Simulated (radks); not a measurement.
Spherical jellium clusters: N electrons in a uniform positive sphere of charge N and radius rs N^(1/3), rs = 2.16 bohr. Method: non-relativistic Kohn-Sham, LDA (Slater exchange, Perdew-Wang correlation), spin-polarised, spherical densities; computed with a radial shooting solver with Libxc functionals. Levels are named by radial order and angular momentum (1s, 1p, 1d, 2s, ...), and open shells are averaged over m.

N = 35, configuration 1s2 1p6 1d10 2s2 1f14 2p(up 1, down 0). This is the lowest configuration that the search found. Occupied and some empty levels:

| level | occupation | eigenvalue (eV) | <r> (bohr) |
|---|---|---|---|
| 1s up | 1 | -12.252 | 3.856 |
| 1s down | 1 | -12.104 | 3.914 |
| 1p up | 3 | -9.8962 | 4.867 |
| 1p down | 3 | -9.8147 | 4.896 |
| 1d up | 5 | -7.2725 | 5.581 |
| 1d down | 5 | -7.2201 | 5.587 |
| 2s up | 1 | -6.7832 | 4.885 |
| 2s down | 1 | -6.6441 | 4.851 |
| 1f up | 7 | -4.4083 | 6.212 |
| 1f down | 7 | -4.3612 | 6.206 |
| 2p up | 1 | -3.6677 | 5.922 |
| 2p down | 0 | -3.5289 | 5.955 |
| 1g up | 0 | -1.4098 | 6.963 |
| 1g down | 0 | -1.3575 | 6.956 |
| 3s up | 0 | -1.2030 | 8.640 |
| 3s down | 0 | -1.1323 | 8.750 |
| 2d up | 0 | -1.0292 | 8.092 |
| 2d down | 0 | -0.94802 | 8.206 |

Energy (eV): total -19.5357, kinetic 187.28, external -5503.2, Hartree 2680.8, exchange-correlation -215.14, background 2830.7.

Electron density:

| r (bohr) | n(r) (e/bohr^3) |
|---|---|
| 0.234 | 0.02718 |
| 0.821 | 0.02601 |
| 1.41 | 0.02398 |
| 2.00 | 0.02193 |
| 2.58 | 0.02082 |
| 3.17 | 0.02123 |
| 3.76 | 0.02291 |
| 4.34 | 0.02475 |
| 4.93 | 0.02517 |
| 5.52 | 0.02300 |
| 6.11 | 0.01825 |
| 6.69 | 0.01234 |
| 7.28 | 0.007185 |
| 7.87 | 0.003775 |
| 8.45 | 0.001870 |
| 9.04 | 0.0008942 |
| 9.63 | 0.0004186 |
| 10.2 | 0.0001929 |
| 10.8 | 0.00008969 |
| 11.4 | 0.00004106 |
